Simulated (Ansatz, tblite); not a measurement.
Cost and result up the ladder for Si₃B⁻ (the lowest singlet isomer of a short search) (4 atoms). Charge -1, multiplicity 1. Geometry: PBE0-D4/def2-TZVPD.

```xyz
4

B    -0.0335   -0.2402   -0.7400
Si   -1.7569    0.4025   -0.3221
Si    1.7375   -0.5519   -0.1705
Si    0.0529    0.3895    1.2325
```

Ansatz on 2 threads of Arm Neoverse V2 on a shared host; xTB runs through tblite on one thread. Times are rough, summed over both states, and most runs start from the orbitals of an earlier one. PBE-QIDH/def2-TZVPD serves as the yardstick here, not as an exact answer. The other state is a quintet at its own geometry.

The xTB rows come from tblite. Correlated methods freeze 16 core orbitals. In CCSD on the charge -1 quintet the largest single amplitude is 0.17, so its Hartree–Fock determinant may place the open shell otherwise than the density functionals do. The structure comes from a short search, and lower isomers may exist.

Run but left out: HF/STO-3G (singlet: restricted singlet, unstable in another Hartree–Fock run and untested here); HF/def2-TZVPD, HF/def2-TZVPPD (singlet: restricted singlet, unstable towards broken spin symmetry); MP2/def2-TZVPD, MP2/def2-TZVPPD (quintet: ⟨S²⟩ 6.21, where a pure state has 6.00).

Correlated methods converge slowly with the basis.

xTB has no spin-polarisation term.

```csv
level,functions,wall time,quintet − singlet (eV),difference from PBE-QIDH/def2-TZVPD (eV),remarks
GFN1-xTB,31,0.007 s,2.56,-0.62,–
GFN2-xTB,31,0.007 s,2.37,-0.81,–
revPBE-D4/def2-TZVPD,166,5.9 s,2.87,-0.32,HOMO above zero (quintet)
PBE-D4/def2-TZVPD,166,6.1 s,2.91,-0.28,HOMO above zero (quintet)
PBE0-D4/def2-TZVPD,166,9.1 s,3.00,-0.19,HOMO above zero (quintet)
RPA@PBE/def2-TZVPD,166,9.5 s,3.20,0.02,–
B2PLYP/def2-TZVPD,166,14 s,3.29,0.11,–
r2SCAN-D4/def2-TZVPD (with forces),166,16 s,2.72,-0.46,HOMO above zero (quintet)
PBE-QIDH/def2-TZVPD,166,16 s,3.18,0.00,–
BHLYP-D4/def2-TZVPD,166,19 s,3.31,0.13,–
CCSD(T)/def2-TZVPPD,181,51 s,3.25,0.06,"large T1 (0.058) (quintet), restricted SCF unstable (singlet), spin-contaminated (⟨S²⟩ 6.21) (quintet)"
ωB97X-V/def2-TZVPD,166,52 s,3.51,0.33,–
```
